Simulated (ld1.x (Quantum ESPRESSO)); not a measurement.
**Before and after: ultrasoft potential for S (Z = 16)**

sulfur, ultrasoft, made with ld1.x (Quantum ESPRESSO) 7.5 (PW91, scalar-relativistic). Core [Ne], reference 3s2 3p4. Waves: 3s (bound): rcut 1.10, rcutus 1.35 bohr; 3s channel at -0.5 Ry: rcut 1.10, rcutus 1.35 bohr; 3p (bound): rcut 1.00, rcutus 1.35 bohr; 3p channel at 0.25 Ry: rcut 1.00, rcutus 1.35 bohr; 3d channel at 0.05 Ry: rcut 1.30, rcutus 1.40 bohr; 3d channel at 0.45 Ry: rcut 1.30, rcutus 1.40 bohr. Local part: all-electron potential smoothed inside 1.20 bohr (lloc = -1). Core correction: none. Augmentation charge: built from norm-conserving waves at rcut, not smoothed further.

All-electron outer shells of the reference configuration (PW91, scalar-relativistic, ld1.x):

| shell | level (eV) | outermost node (bohr) | outermost maximum (bohr) |
| --- | --- | --- | --- |
| 2s | -211.79 | 0.13 | 0.39 |
| 2p | -156.71 | – | 0.33 |
| 3s | -17.30 | 0.60 | 1.40 |
| 3p | -7.06 | 0.58 | 1.61 |

Change: core correction a·sin(br)/r model core inside 0.68 bohr.

Cutoffs: the cutoffs (Ry, on a coarse ladder) from which the occupation-weighted sum of valence levels, in a spherical-Bessel basis at the reference potential, stays within 10 and 1 mRy of its value at 400 Ry; they do not see the model core or the augmentation charge, which bear on the density cutoff. Errors are all-electron minus pseudo energies relative to the spin-unpolarised reference configuration.

How do hardness, ghosts and transferability respond?

The potential gets neither clearly harder nor softer (18 Ry and 40 Ry → 18 Ry and 40 Ry); of the 7 tests that both files solve, the error grows in 0 and shrinks in 4 by more than 15 % and 0.3 meV (median size 4.0 → 0.5 meV); neither file shows a bound ghost. Exchange and correlation are not linear in the density, so unscreening with the valence charge alone errs where core and valence overlap; a model core restores that term. A model core, the more so a compact one, raises the density cutoff, which this test does not measure.

```csv
quantity,base,changed
"cutoff, loose",18 Ry,18 Ry
"cutoff, tight",40 Ry,40 Ry
bound ghosts,none,none
"error for 3s2 3p3, meV [ΔE 11.82 eV]",+0.2,-0.5
"error for 3s2 3p2, meV [ΔE 34.17 eV]",+6.8,+1.0
"error for 3s2 3p1, meV [ΔE 68.29 eV]",+37,+8.9
"error for 3s1 3p4, meV [ΔE 22.70 eV]",+4.0,-0.1
"error for 3s2 3p0, meV [ΔE 115.19 eV]",+138,+30
"error for 3s2 3p3.5, meV [ΔE 4.68 eV]",-0.1,-0.3
"error for 3s2 3p4.3, meV [ΔE -1.72 eV]",+0.1,+0.1
s: phases at 1.54 bohr within 0.05 rad from the reference energy up to (Ry; the scan ends near 5),to the end of the scan,to the end of the scan
p: phases at 1.54 bohr within 0.05 rad from the reference energy up to (Ry; the scan ends near 5),to the end of the scan,to the end of the scan
d: phases at 1.54 bohr within 0.05 rad from the reference energy up to (Ry; the scan ends near 5),to the end of the scan,to the end of the scan
lowest overlap eigenvalue by channel,"s 0.31, p 0.72, d 0.95","s 0.31, p 0.72, d 0.95"
```
